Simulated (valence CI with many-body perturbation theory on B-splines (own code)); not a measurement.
# Xe XXXIV: calculated level list

Method: configuration interaction combined with many-body perturbation theory (CI+MBPT): three valence electrons over a frozen Dirac-Fock core [Ar], radial functions for each j: 7 s, 7 p, 8 d, 6 f, 4 g, 1 h, with the one-electron correlation potential Σ1, the two-electron term Σ2, the three-electron term Σ3, Breit, model QED; selected CI, second order for the rest, scaled by the run's own slope (own B-spline code, finite nucleus).

No measured spectrum was set against this ion. As an estimate, large intervals hold to a few tenths of a per cent, small ones and those within an open d or f shell to about a per cent. Only levels of the ground parity were solved; by the run's estimate the other parity begins above the list, which can be wrong where configurations are misplaced.

Levels 1 to 19 of 19, with energies above the lowest level, (3d3/2^3) J=3/2. "Leading %" is the weight of the configuration and term that name the level; weights of strongly mixed levels are sums over their largest components and can fall short. In the jj column 3d3/2^4 stands for four electrons in 3d with j = 3/2.

```
No.  Configuration  Term     J  E (cm⁻¹)  Leading %             Leading jj  Second component
  1            3d3    4F   3/2         0         65         3d3/2^3 (89 %)       27 % 3d3 2D
  2            3d3    4F   5/2     89031         90   3d3/2^2 3d5/2 (96 %)        9 % 3d3 2D
  3            3d3    4F   7/2    132340         61   3d3/2^2 3d5/2 (80 %)       32 % 3d3 2G
  4            3d3    4P   3/2    132800         42   3d3/2^2 3d5/2 (92 %)       32 % 3d3 2P
  5            3d3    2G   9/2    145780         43   3d3/2^2 3d5/2 (91 %)       30 % 3d3 2H
  6            3d3    4P   1/2    155270         65   3d3/2^2 3d5/2 (99 %)       35 % 3d3 2P
  7            3d3    2G   7/2    234350         59   3d3/2 3d5/2^2 (86 %)       38 % 3d3 4F
  8            3d3    4P   5/2    236330         76   3d3/2^2 3d5/2 (57 %)       16 % 3d3 2D
  9            3d3    4F   9/2    248480         52   3d3/2 3d5/2^2 (83 %)       48 % 3d3 2H
 10            3d3    2D   3/2    276770         43   3d3/2 3d5/2^2 (98 %)       42 % 3d3 4P
 11            3d3    2P   1/2    290310         65   3d3/2 3d5/2^2 (99 %)       35 % 3d3 4P
 12            3d3    2H  11/2    303250        100  3d3/2 3d5/2^2 (100 %)                  
 13            3d3    2D   5/2    322810         90   3d3/2 3d5/2^2 (65 %)        7 % 3d3 4F
 14            3d3    2F   5/2    341130         70   3d3/2 3d5/2^2 (81 %)       17 % 3d3 4P
 15            3d3    2F   7/2    357050         90   3d3/2 3d5/2^2 (93 %)        9 % 3d3 2G
 16            3d3    2G   9/2    384480         57         3d5/2^3 (91 %)       22 % 3d3 2H
 17            3d3    2P   3/2    403110         53         3d5/2^3 (62 %)       33 % 3d3 2D
 18            3d3    2D   3/2    499000         92   3d3/2 3d5/2^2 (62 %)        5 % 3d3 2P
 19            3d3    2D   5/2    526450         71         3d5/2^3 (82 %)       21 % 3d3 2F
```

The ionisation energy to 3d2 3F_2 of the next ion comes out as 2113.6 eV (NIST: 2113 ± 5 eV (theoretical)). All 19 levels together are meant to be complete up to 547500 cm⁻¹.
